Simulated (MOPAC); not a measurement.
MOPAC input (PM3):

```
PM3 FORCE THERMO(298,298) PRECISE LET UHF MS=0.5 GEO-OK AUX(PRECISION=9) THREADS=1
H4ClOSi2

Si   -2.01157523 1    0.15261672 1   -0.15026251 1
O    -0.54432339 1    0.72707011 1   -0.75224479 1
Si    0.78994022 1    0.72590442 1    0.20102542 1
Cl    1.56625110 1   -1.18704461 1    0.26384829 1
H    -2.47207994 1   -1.03596339 1   -0.94242923 1
H    -1.93457814 1   -0.24667654 1    1.29680823 1
H    -3.05448489 1    1.22546109 1   -0.27750755 1
H     1.83619817 1    1.69581126 1   -0.23960959 1
```

Output:

```
 *******************************************************************************
 **                                                                           **
 **                              MOPAC v23.2.5                                **
 **                                                                           **
 *******************************************************************************
 ** MOPAC's Digital Object Identifier: https://doi.org/10.5281/zenodo.6511958 **
 **                                                                           **
 ** Please cite the open-source release paper for use of this MOPAC version:  **
 ** J. E. Moussa and J. J. P. Stewart (2026)                                  **
 ** MOPAC: An open-source semiempirical molecular orbital program             **
 ** J. Open Source Softw., 11(119), 8025, https://doi.org/10.21105/joss.08025 **
 *******************************************************************************

                              PM3 CALCULATION RESULTS

 *******************************************************************************
 *  PM3        - The PM3 Hamiltonian to be used
 *  GEO-OK     - OVERRIDE INTERATOMIC DISTANCE AND OTHER SAFETY CHECKS
 *  UHF        - UNRESTRICTED HARTREE-FOCK CALCULATION
 *  MS=        - IN MECI, MAGNETIC COMPONENT OF SPIN =  0.5
 *  LET        - OVERRIDE SOME SAFETY CHECKS
 *  PRECISE    - TIGHTER CRITERIA TO BE USED
 *  FORCE      - FORCE CALCULATION SPECIFIED
 *  AUX        - OUTPUT AUXILIARY INFORMATION
 *  THERMO     - THERMODYNAMIC QUANTITIES TO BE CALCULATED
 *******************************************************************************
PM3 FORCE THERMO(298,298) PRECISE LET UHF MS=0.5 GEO-OK AUX(PRECISION=9) THREADS=1
 H4ClOSi2

   ATOM   CHEMICAL          X               Y               Z
  NUMBER   SYMBOL      (ANGSTROMS)     (ANGSTROMS)     (ANGSTROMS)

     1      Si         -2.01157523  *   0.15261672  *  -0.15026251  *
     2       O         -0.54432339  *   0.72707011  *  -0.75224479  *
     3      Si          0.78994022  *   0.72590442  *   0.20102542  *
     4      Cl          1.56625110  *  -1.18704461  *   0.26384829  *
     5       H         -2.47207994  *  -1.03596339  *  -0.94242923  *
     6       H         -1.93457814  *  -0.24667654  *   1.29680823  *
     7       H         -3.05448489  *   1.22546109  *  -0.27750755  *
     8       H          1.83619817  *   1.69581126  *  -0.23960959  *

          CARTESIAN COORDINATES

    NO.       ATOM           X           Y           Z

     1        Si         -2.0116      0.1526     -0.1503
     2         O         -0.5443      0.7271     -0.7522
     3        Si          0.7899      0.7259      0.2010
     4        Cl          1.5663     -1.1870      0.2638
     5         H         -2.4721     -1.0360     -0.9424
     6         H         -1.9346     -0.2467      1.2968
     7         H         -3.0545      1.2255     -0.2775
     8         H          1.8362      1.6958     -0.2396

  H: (PM3): J. J. P. STEWART, J. COMP. CHEM. 10, 209 (1989).
  O: (PM3): J. J. P. STEWART, J. COMP. CHEM. 10, 209 (1989).
 Si: (PM3): J. J. P. STEWART, J. COMP. CHEM. 10, 209 (1989).
 Cl: (PM3): J. J. P. STEWART, J. COMP. CHEM. 10, 209 (1989).

           Empirical Formula: H4 O Si2 Cl  =     8 atoms
[...]
 EFFECTIVE MASS      4.6240
 FORCE CONSTANT      0.3596

 VIBRATION         14   14A          ATOM PAIR     ENERGY CONTRIBUTION    RADIAL
 FREQUENCY          1084.77         O 2 -- Si3         +43.7% ( 88.9%)     87.1%
 TRANSITION DIPOLE   3.7278         Si1 -- O 2         +41.6% ( 86.8%)     84.7%
 TRAVEL (Ang.)       0.0802         Si1 -- Si3          +4.2% ( 27.5%)      0.7%
 REDUCED MASS        9.6757         Si3 -- Cl4          +2.4% ( 20.7%)      7.6%
 EFFECTIVE MASS     18.5179
 FORCE CONSTANT      6.7082

 VIBRATION         15   15A          ATOM PAIR     ENERGY CONTRIBUTION    RADIAL
 FREQUENCY          1884.40         Si3 -- H 8         +99.4% (100.0%)     99.9%
 TRANSITION DIPOLE   0.3205         Si1 -- Si3          +0.2% (  4.5%)     63.5%
 TRAVEL (Ang.)       0.1918         Si3 -- Cl4          +0.2% (  4.5%)     11.1%
 REDUCED MASS        0.9728         O 2 -- Si3          +0.2% (  4.4%)     18.1%
 EFFECTIVE MASS      1.3245
 FORCE CONSTANT      2.0353

 VIBRATION         16   16A          ATOM PAIR     ENERGY CONTRIBUTION    RADIAL
 FREQUENCY          1935.36         Si1 -- H 5         +66.9% ( 82.8%)     99.7%
 TRANSITION DIPOLE   0.1261         Si1 -- H 7         +27.0% ( 52.5%)     95.6%
 TRAVEL (Ang.)       0.2547         Si1 -- H 6          +5.7% ( 24.1%)     75.0%
 REDUCED MASS        0.5370         Si1 -- Si3          +0.2% (  4.6%)      2.5%
 EFFECTIVE MASS      1.3823
 FORCE CONSTANT      1.1852

 VIBRATION         17   17A          ATOM PAIR     ENERGY CONTRIBUTION    RADIAL
 FREQUENCY          1937.12         Si1 -- H 6         +62.0% ( 79.6%)     99.4%
 TRANSITION DIPOLE   0.1226         Si1 -- H 7         +35.2% ( 60.0%)     97.2%
 TRAVEL (Ang.)       0.2583         Si1 -- H 5          +2.4% ( 15.7%)     54.1%
 REDUCED MASS        0.5216         Si1 -- Si3          +0.2% (  4.7%)     19.2%
 EFFECTIVE MASS      1.3843
 FORCE CONSTANT      1.1532

 VIBRATION         18   18A          ATOM PAIR     ENERGY CONTRIBUTION    RADIAL
 FREQUENCY          1959.88         Si1 -- H 7         +37.7% ( 60.5%)     97.8%
 TRANSITION DIPOLE   0.3386         Si1 -- H 6         +31.9% ( 55.7%)     97.1%
 TRAVEL (Ang.)       0.3206         Si1 -- H 5         +30.1% ( 54.0%)     97.0%
 REDUCED MASS        0.3347         Si1 -- Si3          +0.1% (  3.5%)     82.4%
 EFFECTIVE MASS      1.1278
 FORCE CONSTANT      0.7575

      SYMMETRY NUMBER FOR POINT-GROUP C1  =  1

          SYSTEM IS A GROUND STATE

 H4ClOSi2

          MOLECULE IS NOT LINEAR

          THERE ARE 18 GENUINE VIBRATIONS IN THIS SYSTEM
          THIS THERMODYNAMICS CALCULATION IS LIMITED TO
          MOLECULES WHICH HAVE NO INTERNAL ROTATIONS

                    CALCULATED THERMODYNAMIC PROPERTIES
                                          *
   TEMP. (K)   PARTITION FUNCTION   H.O.F.    ENTHALPY  HEAT CAPACITY ENTROPY
                                   KCAL/MOL   CAL/MOLE    CAL/K/MOL  CAL/K/MOL

 298.00  VIB.     0.1479D+03                  2621.6789    15.8289    18.7271
         ROT.     0.1934D+06                   888.2803     2.9808    27.1696
         INT.     0.2860D+08                  3509.9592    18.8097    45.8967
         TRA.     0.1141D+28                  1480.4672     4.9680    40.0444
         TOT.                     -108.388    4990.4264    23.7777    85.9411

   *: NOTE: HEATS OF FORMATION ARE RELATIVE TO THE
            ELEMENTS IN THEIR STANDARD STATE AT 298K
              (=  Standard Enthalpy of Formation).

            Hvib:  Zero-point energy is not included.
                   frequencies of less than zero cm-1 are not included.
            Hrot = (3/2)RT
            Htra = (3/2)RT + pV = (5/2)RT

            Heat capacity is Cp, not Cv

          For more information, see: HTTP://OpenMOPAC.net/Manual/thermochemistry.html

           FORCE CONSTANT IN CARTESIAN COORDINATES (Millidynes/A)

    ATOM   CHEMICAL       X               Y               Z
   NUMBER   SYMBOL  FORCE CONSTANT  FORCE CONSTANT  FORCE CONSTANT

      1      Si        6.667208        3.562547        3.386558
      2       O        6.916873        4.280087        0.455257
      3      Si        3.729892        4.535387        1.574724
      4      Cl        0.127631        0.307333        1.078688
      5       H        0.565319        0.624739        1.558338
      6       H        0.615712        1.861723        0.258026
      7       H        0.547775        0.769357        1.440553
      8       H        1.809128        0.236499        0.421878

 **********************
 *                    *
 * JOB ENDED NORMALLY *
 *                    *
 **********************

 == MOPAC DONE ==
```
